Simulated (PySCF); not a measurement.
## How methods differ on the ionisation energy of Cr²⁺

Cr²⁺ [Ar] 3d4 (5D) → Cr³⁺ [Ar] 3d3 (4F), as a difference of total energies. Computed with PySCF 2.14 in aug-cc-pVDZ (7s6p4d2f, 59 functions), with the non-relativistic Hamiltonian (point nucleus). Correlated levels: valence: [Ar] frozen. The calculations carry no spin-orbit coupling.

| method | ionisation energy (eV) |
| --- | --- |
| UHF | 30.161 |
| B3LYP | 31.806 |
| BP86 | 31.950 |
| MP2 (valence) | 30.726 |
| SCS-MP2 (valence) | 30.349 |

Task: How much does correlation contribute at MP2 (valence)?

Result: 30.726 − (30.161) = 0.565 eV, measured against UHF.

These non-relativistic numbers lack the scalar-relativistic shift.

The reference lies between the lowest fine-structure levels, while these numbers refer to the centres of the terms.

Errors of the correlated levels include the incompleteness of this basis and the frozen core.

For comparison: 30.959 ± 0.025 eV (measured; NIST Atomic Spectra Database, ionization energies).
